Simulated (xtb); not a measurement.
H12CuN4 (SMILES [NH3]->[Cu+2](<-[NH3])(<-[NH3])<-[NH3]), charge +2, doublet, geometry from GFN2-xTB (such geometries of metal compounds can be far from the true shape); xtb with GFN2-xTB.

Input for xtb:
```
$ xtb mol.xyz --gfn 2 --chrg 2 --uhf 1 --json

# file mol.xyz
17

Cu     0.00000000     0.00000000    -0.00000000
N     -1.21879856     1.65081114     0.20536415
H     -0.75104259     2.40850537     0.70391056
H     -2.05819829     1.43488340     0.74416680
H     -1.52519388     2.02608764    -0.69320666
N     -1.65165212    -1.21977902    -0.19237000
H     -2.41148937    -0.75444317    -0.68991860
H     -2.02306123    -1.52181878     0.70927699
H     -1.43802192    -2.06177843    -0.72802298
N      1.22062809    -1.65070096     0.19512869
H      1.51880207    -2.02647258    -0.70599727
H      0.75744834    -2.40811959     0.69834461
H      2.06491483    -1.43447891     0.72612108
N      1.64982259     1.21966884    -0.20812284
H      1.43130538     2.06137394    -0.74226490
H      2.40508362     0.75405739    -0.71233656
H      2.02945304     1.52220372     0.68992694
```

What the program printed (banner, timings and long lists left out):

```
   ID    Z sym.   atoms
    1   29 Cu     1
    2    7 N      2, 6, 10, 14
    3    1 H      3-5, 7-9, 11-13, 15-17

           -------------------------------------------------
          |                Calculation Setup                |
           -------------------------------------------------

molecular fragmentation (1/2 indicates fragments):
11111111111112222
# atoms in fragment 1/2:    13     4
 fragment masses (1/2) :      114.64       17.03
CMA distance (Bohr)    :   4.624
constraining FC (au)   :  0.0500

           -------------------------------------------------
          |                 G F N 2 - x T B                 |
           -------------------------------------------------

          ...................................................
          :                      SETUP                      :
          :.................................................:
          :  # basis functions                  38          :
          :  # atomic orbitals                  37          :
          :  # shells                           23          :
          :  # electrons                        41          :
          :  max. iterations                   250          :
          :  Hamiltonian                  GFN2-xTB          :
          :  restarted?                      false          :
          :  GBSA solvation                  false          :
          :  PC potential                    false          :
          :  electronic temp.          300.0000000     K    :
          :  accuracy                    1.0000000          :
          :  -> integral cutoff          0.2500000E+02      :
          :  -> integral neglect         0.1000000E-07      :
          :  -> SCF convergence          0.1000000E-05 Eh   :
          :  -> wf. convergence          0.1000000E-03 e    :
          :  Broyden damping             0.4000000          :
          :  net charge                          2          :
          :  unpaired electrons                  1          :
          ...................................................

 iter      E             dE          RMSdq      gap      omega  full diag
   1    -20.8830067 -0.208830E+02  0.494E+00    8.23       0.0  T
   2    -20.9568767 -0.738700E-01  0.200E+00    8.23       1.0  T
   3    -20.9586974 -0.182063E-02  0.114E+00    8.33       1.0  T
   4    -20.9589478 -0.250397E-03  0.361E-01    8.27       1.0  T
   5    -20.9590170 -0.692573E-04  0.139E-01    8.23       1.0  T
[...]
         :: total energy             -20.746439945540 Eh    ::
[...]
 Mol. α(0) /au        :         76.786475

Wiberg/Mayer (AO) data.
largest (>0.10) Wiberg bond orders for each atom

 ---------------------------------------------------------------------------
     #   Z sym  total        # sym  WBO       # sym  WBO       # sym  WBO
 ---------------------------------------------------------------------------
     1  29 Cu   2.237 --     2 N    0.541    14 N    0.541    10 N    0.541
                             6 N    0.541
     2   7 N    3.435 --     5 H    0.931     3 H    0.930     4 H    0.930
                             1 Cu   0.541
     3   1 H    0.940 --     2 N    0.930
     4   1 H    0.940 --     2 N    0.930
     5   1 H    0.940 --     2 N    0.931
     6   7 N    3.435 --     8 H    0.931     7 H    0.930     9 H    0.930
                             1 Cu   0.541
     7   1 H    0.940 --     6 N    0.930
     8   1 H    0.940 --     6 N    0.931
     9   1 H    0.940 --     6 N    0.930
    10   7 N    3.435 --    11 H    0.931    12 H    0.930    13 H    0.930
                             1 Cu   0.541
    11   1 H    0.940 --    10 N    0.931
    12   1 H    0.940 --    10 N    0.930
    13   1 H    0.940 --    10 N    0.930
    14   7 N    3.435 --    17 H    0.931    16 H    0.930    15 H    0.930
                             1 Cu   0.541
    15   1 H    0.940 --    14 N    0.930
    16   1 H    0.940 --    14 N    0.930
    17   1 H    0.940 --    14 N    0.931
 ---------------------------------------------------------------------------

Topologies differ in total number of bonds
Writing topology from bond orders to xtbtopo.mol

molecular dipole:
                 x           y           z       tot (Debye)
 q only:        0.000       0.000       0.000
   full:        0.000       0.000       0.000       0.000
molecular quadrupole (traceless):
                xx          xy          yy          xz          yz          zz
 q only:        9.230      -0.000       9.230      -0.126      -0.008     -18.460
  q+dip:       10.690      -0.000      10.690      -0.147      -0.009     -21.380
   full:       10.178      -0.000      10.178      -0.139      -0.008     -20.356

           -------------------------------------------------
          | TOTAL ENERGY              -20.746439945540 Eh   |
          | GRADIENT NORM               0.000020155073 Eh/α |
          | HOMO-LUMO GAP               8.223232768946 eV   |
           -------------------------------------------------

normal termination of xtb
```
